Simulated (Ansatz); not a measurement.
Consider the formal exchange of groups at the Si–F bond: `F[SiH]1CS1` + `C=C=C[SeH]` → `[SeH][SiH]1CS1` + `C=C=CF`.

Computed with Ansatz on PBE0-D4/def2-TZVP structures; ΔE is electronic, products minus reactants. CBS: MP2 limit from def2 TZ/QZ plus the TZ coupled-cluster correction, frozen cores. DFT in def2-TZVPP. For Se outer-core shells are correlated without core-valence functions, which leaves a few kJ/mol of doubt a bond. Scalar relativity is left out up to krypton. Each species was taken in one conformer, which may not be the lowest.

```
  level  ΔE (kcal/mol)
PBE0-D4           25.6
 r2SCAN           27.5
```

(1) What does CCSD(T)/CBS give? (An estimate is asked.)

Largest T1 diagnostic among the species: 0.013.

## Answers

(1) Ansatz gave: +28.7 kcal/mol. The listed levels differ from it by -3.1, -1.2 kcal/mol.

From PBE to PBE0 (25 % exact exchange), in def2-TZVPP and without D4, ΔE moves by +0.9 kcal/mol.
